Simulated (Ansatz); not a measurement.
Two isomers of CH7NSi2: A = `NC1[SiH2][SiH2]1`, B = `N[SiH]1C[SiH2]1`.

Calculated with Ansatz (gas phase, PBE0-D4/def2-TZVP geometries, no zero-point term in ΔE). CBS: MP2 limit from def2 TZ/QZ plus the TZ coupled-cluster correction, frozen cores. Functionals use def2-TZVPP. Each species was taken in one conformer, which may not be the lowest.

Task: Which is lower in electronic energy at CCSD(T)/CBS, and by how much? (An estimate is asked.)

Result: The calculation gave: B, by 137.8 kJ/mol.

Task: Give E(B) − E(A) in kJ/mol with LDA (SPW92), CCSD(T)/def2-SVP, CCSD/def2-TZVPP, B2PLYP, PBE0-D4, HF/def2-TZVPP, BLYP-D4. (Estimate.)

Result: Ansatz gave: LDA (SPW92) -127.8, CCSD(T)/def2-SVP -111.6, CCSD/def2-TZVPP -137.6, B2PLYP -138.7, PBE0-D4 -132.8, HF/def2-TZVPP -142.8, BLYP-D4 -129.6. None reverses the order clearly.

Task: Does the order hold for the free energy at 298.15 K (harmonic terms from PBE0-D4)? (Estimate.)

Result: Ansatz gave: Yes: G(B) − G(A) = -137.2 kJ/mol, for one conformer each.

Largest T1 diagnostic: 0.013.

From BLYP to BHLYP (50 % exact exchange), in def2-TZVPP and without D4, E(B) − E(A) moves by −9.5 kJ/mol. Leaving LDA and LC-ωPBE aside and taking each functional with its dispersion term where it has one, the values, not all of them listed here, spread over 17.0 kJ/mol, from B97M-V to revPBE-D4.
